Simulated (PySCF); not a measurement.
# Sulfur: a sound run and one with changed settings

Sound run: S⁺ [Ne] 3s2 3p3, S²⁺ [Ne] 3s2 3p2. Computed with PySCF 2.14 in pcseg-2, with no relativity, point nucleus. The sound run starts from symmetry-adapted Hartree-Fock orbitals and uses a fine grid where one is needed.

Changed run: radial step 1.2 in ln r (0.13 in the sound run). This setting is unsound on purpose.

```tsv
species	method	sound run (hartree)	changed run (hartree)	converged
S⁺	UHF	-397.16238	-397.16238	yes
S⁺	B3LYP	-397.75335	-396.17122	yes
S⁺	MN15	-397.64538	-396.93108	yes
S²⁺	UHF	-396.32740	-396.32740	yes
S²⁺	B3LYP	-396.89883	-395.29435	yes
S²⁺	MN15	-396.78622	-396.04648	yes
```

Ionisation energy of S⁺:

```tsv
method	sound run (eV)	changed run (eV)
UHF	22.721	22.721
B3LYP	23.253	23.861
MN15	23.379	24.071
```

A coarse radial grid mis-integrates the density and the exchange-correlation energy, with errors of either sign; Hartree-Fock needs no grid.

For comparison, NIST gives 23.338 eV between the lowest levels.
